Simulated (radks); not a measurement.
Results of a calculation; reference values are marked as such.
Charge is removed step by step from the 4s level of Ca+, starting from [Ar] 4s1. Level of theory: non-relativistic Kohn-Sham, TPSS, spin-unpolarised, spherical densities, point nucleus; meta-GGA in the generalised Kohn-Sham scheme (a radial shooting solver on a logarithmic mesh with Libxc functionals).

| removed (e) | E - E(0) (eV) | eigenvalue (eV) |
|---|---|---|
| 0 | 0.000 | -8.728 |
| 0.25 | 2.343 | -10.025 |
| 0.5 | 5.019 | -11.400 |
| 0.75 | 8.057 | -12.928 |

The mean slope of the eigenvalue, de/dn, is 5.60 eV per electron.
